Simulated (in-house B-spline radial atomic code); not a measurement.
Sc3+ is squeezed into an impenetrable sphere of radius R (the orbitals vanish at R). Computed with a B-spline radial code for spherical atoms: non-relativistic PBE, spin-polarised, spherical fractional occupations, point nucleus.

Energies in eV above the free ion in [Ne] 3s2 3p6:

| R (bohr) | highest level (eV) | [Ne] 3s2 3p6 | [Ne] 3s1 3p6 3d1 | [Ne] 3s2 3p5 3d1 | -dE/dV in [Ne] 3s2 3p6 (GPa) |
| --- | --- | --- | --- | --- | --- |
| 7.84 | -64.6 | 0 | 52.22 | 31.01 | 1.24e-07 |
| 6.37 | -64.6 | 0 | 52.22 | 31.01 | 4.91e-05 |
| 5.11 | -64.6 | 0.0007692 | 52.22 | 31.02 | 0.00969 |
| 3.93 | -64.5 | 0.0645 | 52.42 | 31.21 | 1.32 |
| 3.65 | -64.4 | 0.1781 | 52.64 | 31.44 | 4.14 |
| 3.23 | -64 | 0.7917 | 53.61 | 32.37 | 22.9 |
| 2.42 | -59.1 | 12.61 | 67.68 | 45.88 | 619 |
| 2.31 | -57.3 | 18.2 | 73.87 | 51.85 | 977 |
| 1.94 | -45.5 | 62 | 120.2 | 96.99 | 4690 |
| 1.21 | 76.7 | 742.9 | 785.4 | 761.2 | 158000 |

Problem. Does [Ne] 3s1 3p6 3d1 fall below [Ne] 3s2 3p6 under compression?

Solution. No, it stays above over the whole range.

Problem. Does [Ne] 3s2 3p5 3d1 fall below [Ne] 3s2 3p6 under compression?

Solution. No, it stays above over the whole range.

The highest level is first positive in the row R = 1.21 bohr, pushed up by confinement above the zero of the free ion's potential. Each configuration is held fixed and needn't be the lowest in the sphere.
